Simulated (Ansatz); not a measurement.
Reaction (hydrogen abstraction from a B–H bond): `[SiH3]OBS` + `[OH]`• → `[SiH3]O[B]S`• + H₂O

Gas-phase electronic energies from Ansatz, PBE0-D4/def2-TZVP geometries. CBS: MP2 limit from def2 TZ/QZ plus the TZ coupled-cluster correction, frozen cores. This one scheme is used for every species. Functionals use def2-TZVPP. No spin–orbit coupling; open shells (•) take unrestricted orbitals. One conformer a species, not always the lowest.

`[SiH3]OBS`:

Cartesian coordinates in Å:
```
Si 1.277 0.360 0.417
O 0.303 -0.748 -0.314
B -0.981 -0.967 -0.664
S -2.362 0.159 -0.363
H 2.253 0.846 -0.586
H 0.490 1.508 0.941
H 1.973 -0.315 1.536
H -1.269 -1.984 -1.224
H -1.685 1.142 0.256
```

`[OH]`•:

```xyz
2

O     0.323    0.181    0.316
H    -0.323   -0.181   -0.316
```

`[SiH3]O[B]S`•:

```xyz
8

Si    0.628    0.942    1.047
O    -0.332   -0.213    0.331
B    -0.375   -0.657   -0.926
S    -1.508   -1.935   -1.483
H     0.188    1.025    2.457
H     0.436    2.242    0.362
H     2.048    0.525    0.967
H    -1.086   -1.930   -2.756
```

H₂O:

Z-matrix (Å, degrees):
```
O
H 1 0.960
H 1 0.960 2 105.1
```

| level | ΔE (kJ/mol) |
| --- | --- |
| r2SCAN-D4 | -79.3 |
| BHLYP-D4 | -46.1 |
| B2PLYP | -73.0 |
| r2SCANh | -75.4 |
| RPA@PBE/def2-TZVPP | -55.6 |
| HF/def2-TZVPP | -9.6 |
| MP2/def2-TZVPP | -92.5 |
| CCSD/CBS(def2) | -72.8 |

**Question.** What does CCSD(T)/CBS give? (Best estimate.)

**Answer.** The calculation gave: -78.6 kJ/mol. The listed levels differ from it by -0.7, 32.5, 5.6, 3.2, 23.0, 69.0, -13.9, 5.8 kJ/mol.

Largest T1 diagnostic among the species: 0.016.

Leaving LDA and LC-ωPBE aside and taking each functional with its dispersion term where it has one, the values, not all of them listed here, spread over 44.7 kJ/mol, from PBE-D4 to BHLYP-D4. LDA lies −29.7 kJ/mol from PBE without D4. In def2-TZVPP, CCSD(T) changes the Hartree–Fock value by −60.6 kJ/mol (the triples alone add −5.8 kJ/mol) and MP2 by −82.9 kJ/mol. The D4 term adds +3.4 kJ/mol with B3LYP and +1.8 kJ/mol with PBE0; it sums over pairs of atoms, weighted by their polarisabilities, and B3LYP, whose exchange is more repulsive, gets the larger term.

B3LYP here is the variant with VWN-RPA as its local correlation; programs differ in this.
